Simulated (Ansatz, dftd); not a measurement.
Reaction: C3H5Cl (SMILES C=C(C)Cl) → C3H5Cl (SMILES C=CCCl)
Each species at its own B3LYP-D3(BJ)/def2-TZVP minimum (Ansatz, a quantum-chemistry and plane-wave program), one conformer.

Quantity: isomerisation energy (electronic), in kcal/mol. UHF or UKS for unpaired electrons; spin-orbit terms are left out. Correlated methods leave the cores frozen. Rows without X2C or -DK are non-relativistic. CBS(X,Y): correlation extrapolated as X^-3, Hartree-Fock from the larger set. A bracket is a step between two methods taken in the basis named. The functionals are non-relativistic, so their misses hold any scalar relativity. Double hybrids freeze cores in their MP2 part. '+ core + X2C': CCSD(T) terms for core correlation (cc-pwCVTZ, 1s frozen past Ne) and scalar relativity (cc-pVTZ-DK).

Compared with CCSD(T)/CBS(cc-pV(T+d)Z,cc-pV(Q+d)Z) + [CCSDT(Q) - CCSD(T)]/cc-pV(D+d)Z + core + X2C (Ansatz): 4.0 kcal/mol.

Costs are rough ratios of core time, to one figure, on one kind of shared machine, summed over the single points of the molecules; atoms, geometries and frequencies are left out. The first row took roughly 9 core seconds; short runs hold start-up time.

```tsv
level	program	cost relative to the first row	difference (kcal/mol)
PBE-D3(BJ)/def2-TZVPD	Ansatz + dftd3	1	0.8
PBE/def2-TZVPD	Ansatz	1	0.7
B3LYP/def2-TZVPD	Ansatz	1	-0.5
B2GP-PLYP-D4/def2-TZVPD	Ansatz + dftd4	3	0.0
wB97M-V/def2-TZVPD	Ansatz	3	0.1
CCSDT(Q)/cc-pV(D+d)Z	Ansatz	500	0.4
```

The dearest row costs roughly 500 times the first. Costs within a factor of two don't rank. The table holds for this case alone.
